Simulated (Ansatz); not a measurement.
System: AgF (charge 0, singlet). 
Structure (B3LYP-D3(BJ)/def2-TZVP (Ansatz, a program for electronic structure) minimum search):
SMILES: [F][Ag]
```xyz
2

Ag     0.0000     0.0000    -0.3209
F      0.0000     0.0000     1.6759
```
Charge 0, spin multiplicity 1.

Basis-set convergence of Hartree-Fock and MP2 correlation energies (hartree) with Ansatz. Correlated levels leave the core frozen unless marked. No spin-orbit coupling. The frozen core is the preceding noble-gas configuration, with the filled d and f shells of earlier blocks. In def2 rows, elements after Kr have scalar-relativistic effective core potentials.

```
basis        functions       E(HF)  E(corr, MP2)
-----------  ---------  ----------  ------------
def2-SVPD           57  -245.44206      -0.45023
def2-TZVPPD         96  -245.59322      -0.65480
def2-QZVPPD        154  -245.59943      -0.71224
```

Extrapolating the two largest sets (X = 3 and 4) as X^-3: E(corr) = (64·(-0.71224) - 27·(-0.65480))/37 = -0.7542 Eh, an estimate of the basis-set limit. The largest set recovers 94.4 % of it, the smallest 59.7 %.
